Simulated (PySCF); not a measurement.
disiloxane cation (H6OSi2), SMILES [SiH3]O[SiH3] (connectivity only; charge and spin as stated), charge +1, multiplicity 2.

Geometry optimised at PBE0-D3(BJ)/def2-SVP. The geometry has at least one imaginary mode, so it is a saddle point at that level. The multiplicity is an assumed one; other spin states were not compared.

Computed with TDA-LC-ωPBE/def2-SVPD run with PySCF.

Vertical excitations. The molecule is in vacuum.

**Question.** List the lowest excited states. (The exact figures need the calculation; the answer reports its results.)

**Answer.** 
| state | energy (eV) | λ (nm) | f | main pairs |
|---|---|---|---|---|
| root 1 | 0.68 | 1817 | 0.002 | β HOMO−1→LUMO 82 %, β HOMO−5→LUMO 16 % |
| root 2 | 2.10 | 591 | 0.247 | β HOMO→LUMO 98 % |
| root 3 | 2.48 | 499 | 0.000 | β HOMO−2→LUMO 97 % |
| root 4 | 3.63 | 342 | 0.014 | β HOMO−5→LUMO 81 %, β HOMO−1→LUMO 17 % |
| root 5 | 3.68 | 337 | 0.003 | β HOMO−3→LUMO 94 % |
| root 6 | 3.95 | 314 | 0.000 | β HOMO−4→LUMO 92 % |
| root 7 | 6.87 | 180 | 0.046 | β HOMO−6→LUMO 95 % |
| root 8 | 7.61 | 163 | 0.000 | α HOMO→LUMO 25 %, α HOMO−2→LUMO+1 7 %, β HOMO−1→LUMO+1 51 %, β HOMO−2→LUMO+2 11 % |
| root 9 | 7.97 | 156 | 0.001 | α HOMO−2→LUMO 21 %, α HOMO→LUMO+1 13 %, β HOMO−2→LUMO+1 35 %, β HOMO−1→LUMO+2 21 % |
| root 10 | 7.99 | 155 | 0.000 | α HOMO−3→LUMO 12 %, α HOMO−1→LUMO+1 7 %, β HOMO→LUMO+1 68 % |
Unrestricted roots are not spin-pure.
